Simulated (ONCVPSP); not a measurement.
# Building the ONCV potential for rubidium (PBE, scalar-relativistic).

ONCVPSP 4.0.1 was run on this input:

```
# ATOM AND REFERENCE CONFIGURATION
# atsym  z   nc   nv     iexc    psfile
  Rb 37.00    6    3        4      upf
#
#   n    l    f
    1    0    2.00
    2    0    2.00
    2    1    6.00
    3    0    2.00
    3    1    6.00
    3    2   10.00
    4    0    2.00
    4    1    6.00
    5    0    0.75
#
# PSEUDOPOTENTIAL AND OPTIMIZATION
# lmax
    2
#
#   l,   rc,      ep,       ncon, nbas, qcut
    0    2.65    0.00    4    9    4.30
    1    2.30    0.00    3    6    5.60
    2    2.65    0.18    4    8    3.80
#
# LOCAL POTENTIAL
# lloc, lpopt,  rc(5),   dvloc0
    4    5    1.55    0.00
#
# VANDERBILT-KLEINMAN-BYLANDER PROJECTORs
# l, nproj, debl
    0    2    0.40
    1    1    2.10
    2    2    1.60
#
# MODEL CORE CHARGE
# icmod, fcfact, rcfact
    3    4.25    1.05
#
# LOG DERIVATIVE ANALYSIS
# epsh1, epsh2, depsh
   -3.00    5.00    0.02
#
# OUTPUT GRID
# rlmax, drl
    6.00    0.01
#
# TEST CONFIGURATIONS
# ncnf
    4
# nvcnf
#   n    l    f
    3
    4    0    2.00
    4    1    6.00
    5    0    1.00
#
    3
    4    0    2.00
    4    1    6.00
    5    0    0.00
#
    3
    4    0    2.00
    4    1    6.00
    5    0    0.50
#
    4
    4    0    2.00
    4    1    6.00
    5    0    0.50
    4    2    0.50
#
```

Command:

```bash
oncvpsp.x < Rb.dat > Rb.out
```

The program printed (shortened: citation, most of the input echo, consistency checks and plot data are left out):

```
ONCVPSP  (Optimized Norm-Conservinng Vanderbilt PSeudopotential)
scalar-relativistic version 4.0.1

#   n    l    f        energy (Ha)
    1    0    2.00    -5.5252982E+02
    2    0    2.00    -7.3848503E+01
    2    1    6.00    -6.5469914E+01
    3    0    2.00    -1.0998462E+01
    3    1    6.00    -8.3111499E+00
    3    2   10.00    -3.8677013E+00
    4    0    2.00    -1.2189418E+00
    4    1    6.00    -6.3330136E-01
    5    0    0.75    -1.1565537E-01

Reference configufation results
  iterations    24
  all-electron total energy (Ha)   -2.98117177D+03

Begin loop to  construct optimized pseudo wave functions
and semi-local pseudopoentials for all angular momenta

Calculating optimized projector #   1

 for l=   0

    Fraction of norm inside rc  0.973467
    Optimizing pswf for qcut=   4.29 a_B^-1,  ecut=   9.22 Ha
    Residual kinetic energy error=  1.69D-06 Ha

    Energy error per electron        Cutoff
         Ha          eV             Ha
         0.01000     0.27211        2.34
         0.00100     0.02721        3.44
         0.00010     0.00272        6.30
         0.00001     0.00027        8.10

Calculating optimized projector #   2

 for l=   0

    Fraction of norm inside rc  0.065547
    Optimizing pswf for qcut=   4.29 a_B^-1,  ecut=   9.22 Ha
    Residual kinetic energy error=  3.80D-06 Ha

    Energy error per electron        Cutoff
         Ha          eV             Ha
         0.01000     0.27211        1.63
         0.00100     0.02721        2.70
         0.00010     0.00272        6.35
         0.00001     0.00027        8.63

Calculating optimized projector #   1

 for l=   1

    Fraction of norm inside rc  0.826561
    Optimizing pswf for qcut=   5.59 a_B^-1,  ecut=  15.63 Ha
    Residual kinetic energy error=  3.13D-07 Ha

    Energy error per electron        Cutoff
         Ha          eV             Ha
         0.01000     0.27211        4.94
         0.00100     0.02721        6.57
         0.00010     0.00272        8.08
         0.00001     0.00027        9.54

   Wellstate for l =  2  n =  5
     eigenvalue =   0.1800
     asymptotic potential =   0.6800
     half-point radius = 10.2985

   Wellstate for l =  2  n =  6
     eigenvalue =   1.7800
     asymptotic potential =   2.2800
     half-point radius =  4.5524

Calculating optimized projector #   1

 for l=   2

    Fraction of norm inside rc  0.232065
    Optimizing pswf for qcut=   3.81 a_B^-1,  ecut=   7.24 Ha
    Residual kinetic energy error=  3.11D-04 Ha

    Energy error per electron        Cutoff
         Ha          eV             Ha
         0.01000     0.27211        4.41
         0.00100     0.02721        6.32
         0.00010     0.00272       11.95
         0.00001     0.00027       31.51

Calculating optimized projector #   2

 for l=   2

    Fraction of norm inside rc  0.220470
    Optimizing pswf for qcut=   3.81 a_B^-1,  ecut=   7.24 Ha
    Residual kinetic energy error=  1.09D-02 Ha

    Energy error per electron        Cutoff
         Ha          eV             Ha
         0.01000     0.27211        7.29
         0.00100     0.02721       14.45
         0.00010     0.00272       38.05
         0.00001     0.00027       43.92

Construct Vanderbilt / Kleinmman-Bylander projectors

B matrix Hermiticity error, ll=   0
   1   2    4.6008E-05

  Orthonormal projector coefficients  4.1723E+00  6.4553E-01

B matrix Hermiticity error, ll=   2
   1   2    4.5207E-05

  Orthonormal projector coefficients  2.2564E+00 -1.7813E+00

Model core correction analysis
  based on d2Exc/dn_idn_j

d2excae - all-electron derivatives

   -3.125499D-02   -2.653451D-02   -1.879541D-03
   -2.653463D-02   -2.565956D-02   -3.288430D-03
   -1.878021D-03   -3.281937D-03   -3.739342D-02

d2excps - pseudofunction derivatives with no core correction

   -4.117019D-02   -2.863223D-02   -2.663134D-03
   -2.863273D-02   -2.741948D-02   -3.459541D-03
   -2.662411D-03   -3.453071D-03   -3.744847D-02

rms 2nd derivative error    3.519813E-03

rmatch, rhocmatch    0.9867    4.1212

Teter function model core charge with specified parameters

d2excps - pseudofunction derivatives with core correction

   -3.301441D-02   -2.667122D-02   -2.096284D-03
   -2.667136D-02   -2.702272D-02   -3.311727D-03
   -2.094813D-03   -3.305249D-03   -3.740987D-02

rms 2nd derivative error    7.517733E-04

Pseudoatom total energy  -24.483287

Diagnostic tests using Vanderbilt-Kleinman-Bylander pseudopotentials
  1 or more projectors used as specified by nproj input data

   l    rcore       rmatch      e in        delta e   norm test  slope test

   0   2.6635018   2.7443714  -1.2189418   0.0000004   1.0000807   1.0000734
   0   2.6635018   2.7443714  -0.1156554   0.0000003   1.0000105   1.0000085

   1   2.3072861   2.3773403  -0.6333014  -0.0000001   0.9999982   1.0000049

   2   2.6635018   2.7443714   0.1800000   0.0000005   1.0000329   1.0000329
   2   2.6635018   2.7443714   1.7800000   0.0000191   1.0000822   1.0000822

 Testing for bound ghosts
   n   l    E NL Schr. Eq   E Basis Diag.   E Cutoff

   1   0       -1.218941       -1.218941     49.50
   2   0       -0.115655       -0.094240     49.50

   2   1       -0.633301       -0.633262     18.72

   3   2       -0.026990        0.003119     48.61

 Testing for highly-localized positive-energy ghosts
       l    <radius>/rc     E Basis Diag.   E Cutoff

Test configuration 0

   n   l     f        eae           eps        diff
   1   0  2.0000 -552.52981929
   2   0  2.0000  -73.84850291
   2   1  6.0000  -65.46991412
   3   0  2.0000  -10.99846159
   3   1  6.0000   -8.31114993
   3   2 10.0000   -3.86770131
   4   0  2.0000   -1.21894176   -1.21894132    4.38D-07
   4   1  6.0000   -0.63330136   -0.63330142   -5.52D-08
   5   0  0.7500   -0.11565537   -0.11565504    3.29D-07

    Total energies and differences
      AE_ref= -2.98117177D+03  AE_tst= -2.98117177D+03  dif=  0.00D+00
      PS_ref= -2.44832868D+01  PS_tst= -2.44832868D+01  dif= -3.91D-14
      PSP excitation error=  3.91D-14

Test configuration 1

   n   l     f        eae           eps        diff
   1   0  2.0000 -552.48263653
   2   0  2.0000  -73.80135132
   2   1  6.0000  -65.42276314
   3   0  2.0000  -10.95133622
   3   1  6.0000   -8.26402806
   3   2 10.0000   -3.82058588
   4   0  2.0000   -1.17206890   -1.17201613    5.28D-05
   4   1  6.0000   -0.58667428   -0.58667796   -3.67D-06
   5   0  1.0000   -0.08200647   -0.08200524    1.23D-06

    Total energies and differences
      AE_ref= -2.98117177D+03  AE_tst= -2.98119643D+03  dif= -2.47D-02
      PS_ref= -2.44832868D+01  PS_tst= -2.45079520D+01  dif= -2.47D-02
      PSP excitation error=  9.62D-07

Test configuration 2

   n   l     f        eae           eps        diff
   1   0  2.0000 -552.69541296
   2   0  2.0000  -74.01395381
   2   1  6.0000  -65.63535569
   3   0  2.0000  -11.16379316
   3   1  6.0000   -8.47646182
   3   2 10.0000   -4.03298005
   4   0  2.0000   -1.38291274   -1.38321163   -2.99D-04
   4   1  6.0000   -0.79564317   -0.79563693    6.24D-06

    Total energies and differences
      AE_ref= -2.98117177D+03  AE_tst= -2.98104379D+03  dif=  1.28D-01
      PS_ref= -2.44832868D+01  PS_tst= -2.43553013D+01  dif=  1.28D-01
      PSP excitation error= -1.05D-05

Test configuration 3

   n   l     f        eae           eps        diff
   1   0  2.0000 -552.58119750
   2   0  2.0000  -73.89984079
   2   1  6.0000  -65.52125044
   3   0  2.0000  -11.04976564
   3   1  6.0000   -8.36244902
   3   2 10.0000   -3.91899164
   4   0  2.0000   -1.26989415   -1.26996834   -7.42D-05
   4   1  6.0000   -0.68387366   -0.68387018    3.48D-06
   5   0  0.5000   -0.15144507   -0.15144781   -2.74D-06

    Total energies and differences
      AE_ref= -2.98117177D+03  AE_tst= -2.98113843D+03  dif=  3.33D-02
      PS_ref= -2.44832868D+01  PS_tst= -2.44499473D+01  dif=  3.33D-02
      PSP excitation error= -1.68D-06

Test configuration 4

   n   l     f        eae           eps        diff
   1   0  2.0000 -552.51203928
   2   0  2.0000  -73.83023438
   2   1  6.0000  -65.45168390
   3   0  2.0000  -10.98013436
   3   1  6.0000   -8.29281137
   3   2 10.0000   -3.84931239
   4   0  2.0000   -1.19994288   -1.20031546   -3.73D-04
   4   1  6.0000   -0.61436567   -0.61447080   -1.05D-04
   5   0  0.5000   -0.09715478   -0.09718650   -3.17D-05
   4   2  0.5000   -0.01425786   -0.01425766    2.04D-07

    Total energies and differences
      AE_ref= -2.98117177D+03  AE_tst= -2.98115541D+03  dif=  1.64D-02
      PS_ref= -2.44832868D+01  PS_tst= -2.44668918D+01  dif=  1.64D-02
      PSP excitation error= -3.84D-05
```

The run took about 4.3 s on one core of a shared server CPU.
